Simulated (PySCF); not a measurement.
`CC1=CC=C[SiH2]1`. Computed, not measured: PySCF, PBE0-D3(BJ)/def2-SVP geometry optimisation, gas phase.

```
atom  x, y, z in Å
C1     2.4701   -0.7336    0.7889
C2     0.9860   -0.5971    0.8167
C3     0.1196   -1.5610    1.2037
C4    -1.3223   -1.2410    1.1740
C5    -1.6795   -0.0047    0.7634
Si6   -0.0880    0.8858    0.3554
H7     2.9505   -0.0142    1.4736
H8     2.8761   -0.5212   -0.2142
H9     2.7935   -1.7457    1.0797
H10    0.4509   -2.5536    1.5340
H11   -2.0478   -2.0029    1.4822
H12   -2.7204    0.3193    0.7109
H13    0.0443    1.2825   -1.0816
H14    0.1805    2.0956    1.1945
```

(1) What is the longest distance between nuclei?

(2) How far are the heavy atoms from their best plane (unweighted least squares)?

(3) What is the repulsion energy of the bare nuclei, Σ ZA·ZB/RAB?

(4) Work out the bond lengths C3–H10, C4–H11, C5–Si6, C5–H12 in Å.

(5) How far apart are these pairs, which share no bond: C1···C4, C1···H11, C3···H12, H8···H14, H10···H13?

(6) Where is the centre of mass (commonest isotopes), and what is the radius of gyration?

(7) What are the angles C2–C1–H7, H7–C1–H9, C3–C2–Si6, C5–C4–H11, C5–Si6–H14?

(8) Give the dihedral angles C4–C5–Si6–H14, Si6–C2–C3–C4, H10–C3–C4–H11.

(9) Write the matrix of distances between heavy atoms (Å, lower triangle).

## Answers

(1) H9···H12, 5.90 Å; the next longest distance is 5.73 Å.

(2) 0.003 Å rms; none is more than 0.004 Å off.

(3) 269.03 Eh over 91 pairs, with full nuclear charges and distances in bohr; the largest single term is 23.79 Eh (C5 with Si6).

(4) For C3–H10 the difference vector is (0.3313, -0.9926, 0.3303) Å, of length 1.0973 Å. C3–H10 1.097; C4–H11 1.096; C5–Si6 1.869; C5–H12 1.091 Å.

(5) C1···C4 3.846 Å (3 bonds apart); C1···H11 4.744 Å (4 bonds apart); C3···H12 3.442 Å (3 bonds apart); H8···H14 4.012 Å (4 bonds apart); H10···H13 4.661 Å (4 bonds apart).

(6) Mass 96.040 u; centre at (0.094, -0.292, 0.761) Å; Rg = √(Σ m r²/M) = 1.719 Å. As Ia + Ib + Ic = 2 Σ m r², the three principal moments sum to 567.8 u·Å².

(7) From the scalar product of the two bond vectors; for C2–C1–H7 it is -0.5957 Å² over 1.4906 × 1.1032 Å², cos θ = -0.3623. C2–C1–H7 111.2°; H7–C1–H9 107.9°; C3–C2–Si6 105.4°; C5–C4–H11 123.1°; C5–Si6–H14 114.6°.

(8) C4–C5–Si6–H14 -118° (anticlinal); Si6–C2–C3–C4 0° (synperiplanar); H10–C3–C4–H11 0° (synperiplanar). Dihedral signs follow IUPAC: positive where, seen along the central bond, the front bond turns clockwise onto the rear one.

(9) 
```
C1    0.000
C2    1.491  0.000
C3    2.526  1.353  0.000
C4    3.846  2.423  1.477  0.000
C5    4.213  2.731  2.419  1.351  0.000
Si6   3.058  1.888  2.598  2.592  1.869  0.000
```

Stationary, but not proved a minimum.
